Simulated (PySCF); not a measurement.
# `InChI=1S/C5H6F2/c1-3-5(7)4(2)6/h3H,2H2,1H3/b5-3+`

Geometry:
| atom | x (Å) | y (Å) | z (Å) |
| --- | --- | --- | --- |
| C1 | -2.276 | 0.992 | -0.502 |
| C2 | -1.154 | 0.279 | -0.391 |
| F3 | -0.966 | -0.806 | -1.148 |
| C4 | -0.054 | 0.577 | 0.527 |
| F5 | -0.351 | 1.620 | 1.318 |
| C6 | 1.140 | -0.013 | 0.671 |
| C7 | 1.729 | -1.160 | -0.075 |
| H8 | -2.421 | 1.873 | 0.120 |
| H9 | -3.047 | 0.690 | -1.212 |
| H10 | 1.754 | 0.432 | 1.461 |
| H11 | 2.750 | -0.910 | -0.404 |
| H12 | 1.823 | -2.041 | 0.584 |
| H13 | 1.141 | -1.452 | -0.951 |

Method used: TDDFT BHandHLYP/def2-SVPD circular dichroism and optical rotation, one conformer, gas phase in PySCF. Geometry: PBE0-D3(BJ)/def2-SVP.

States above about 7.8 eV lie in this functional's continuum (it starts at minus the energy of the highest occupied orbital, well below the true ionisation energy for most functionals) and depend on the basis. No stereocentre is labelled: unless the shape is locked (an allene, a helicene, a hindered biaryl), the mirror image is equally populated and a measured rotation or CD is zero.

Problem. Draw the ECD and absorption spectra from the lowest 12 states, each a Gaussian of half-width 0.35 eV at 1/e height.

Solution. 
| E (eV) | λ (nm) | Δε (L mol⁻¹ cm⁻¹) | ε (L mol⁻¹ cm⁻¹) |
| --- | --- | --- | --- |
| 5.29 | 234 | +0.06 | 4600 |
| 5.44 | 228 | +0.17 | 13000 |
| 5.59 | 222 | +0.34 | 25600 |
| 5.74 | 216 | +0.46 | 34700 |
| 5.89 | 211 | +0.43 | 32700 |
| 6.04 | 205 | +0.29 | 21300 |
| 6.19 | 200 | +0.21 | 9600 |
| 6.34 | 196 | +0.33 | 3020 |
| 6.49 | 191 | +0.74 | 696 |
| 6.64 | 187 | +1.22 | 200 |
| 6.79 | 183 | +1.36 | 210 |
| 6.94 | 179 | +1.08 | 368 |
| 7.09 | 175 | +1.11 | 626 |
| 7.24 | 171 | +1.96 | 952 |
| 7.39 | 168 | +2.82 | 1300 |
| 7.54 | 164 | +2.50 | 1580 |
| 7.69 | 161 | +1.06 | 1670 |
| 7.84 | 158 | -0.55 | 1540 |
| 7.99 | 155 | -1.47 | 1290 |
| 8.14 | 152 | -1.21 | 1040 |
| 8.29 | 150 | +0.02 | 795 |
| 8.44 | 147 | +1.21 | 663 |
| 8.59 | 144 | +1.15 | 747 |
| 8.74 | 142 | -0.95 | 1050 |
| 8.89 | 140 | -4.66 | 1450 |

Δε uses R in velocity form, ε uses f in length form. Only the states computed contribute, so the short-wavelength end is incomplete.
